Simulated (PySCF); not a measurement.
C4H9N, SMILES C(=NC)(C)C. Geometry: PBE-D3(BJ)/def2-SVP.

Computed equilibrium geometry at PBE-D3(BJ)/def2-SVP (PySCF confirms it by a frequency run) as bond lengths and angles:
Atoms: C1 N2 C3 C4 C5 H6 H7 H8 H9 H10 H11 H12 H13 H14. Bond lengths (Å): C1–N2 1.449, C1–H6 1.116, C1–H7 1.116, C1–H8 1.108, N2–C3 1.286, C3–C4 1.507, C3–C5 1.517, C4–H9 1.112, C4–H10 1.112, C4–H11 1.105, C5–H12 1.111, C5–H13 1.111, C5–H14 1.106. Angles (°): N2–C1–H6 112.6, N2–C1–H7 112.6, N2–C1–H8 110.1, H6–C1–H7 106.2, H6–C1–H8 107.5, H7–C1–H8 107.5, C1–N2–C3 118.8, N2–C3–C4 118.5, N2–C3–C5 124.4, C4–C3–C5 117.1, C3–C4–H9 110.8, C3–C4–H10 110.8, C3–C4–H11 109.8, H9–C4–H10 106.4, H9–C4–H11 109.4, H10–C4–H11 109.5, C3–C5–H12 110.7, C3–C5–H13 110.7, C3–C5–H14 112.5, H12–C5–H13 106.1, H12–C5–H14 108.3, H13–C5–H14 108.3.
Charge 0, spin multiplicity 1.
